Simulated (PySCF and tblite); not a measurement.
Results of a calculation; reference values are marked as such.
System: C₈H₁₁ (charge +1), numbered as in [CH2:1]=[CH:2][C+:3]1[CH2:4][CH:5]=[C:6]([CH3:7])[CH2:8]1.

Level: PBE0/pcSseg-1 + D3(BJ) on GFN2-xTB stationary points, with GFN2-xTB thermal terms. Rate constants are transition-state-theory values, counting equivalent paths, without tunnelling. Programs: tblite and PySCF.

The ion is treated without a counter-ion.

(1) How high is the barrier to the rotation about the C2–C3 bond (torsion C1–C2–C3–C4 from -180° to 1°, rising), through which structure does it pass, and what rate follows at 298 K?

Results:

(1) The electronic barrier is 15.0 kcal/mol and ΔG‡(298 K) 14.3 kcal/mol, over a C1 saddle with an imaginary mode of 210i cm⁻¹ (GFN2-xTB). With 2 equivalent paths, k is 387 s⁻¹, a mean lifetime of the start of 2.6 ms against this motion. The end lies 0.1 kcal/mol above the start in free energy.
